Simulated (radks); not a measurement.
All-electron atom: Ge in [Ar] 3d9.75 4s2 4p2 5p0.25 (fractional occupations, a model configuration). Method: Dirac Kohn-Sham, BLYP, spin-unpolarised, spherical densities, point nucleus; open shells fill j = l - 1/2 first; computed with a radial shooting solver on a logarithmic mesh with Libxc functionals.

Spin-orbit splittings of the eigenvalues, e(l+1/2) - e(l-1/2), with zeta = 2 splitting/(2l+1) and mean radii in bohr:

shell  occ.  splitting (eV)  zeta (eV)  <r> j=l-1/2  <r> j=l+1/2
2p        6           31.90      21.26       0.1812       0.1848
3p        6               ?          ?       0.6382       0.6489
3d     9.75          0.5954     0.2382       0.7251       0.7302
4p        2          0.2161     0.1440        2.710        2.764
5p     0.25        0.006172   0.004115        13.52        13.68

Estimate the 3p splitting.

Answer. 4.309 eV (zeta = 2.872 eV).
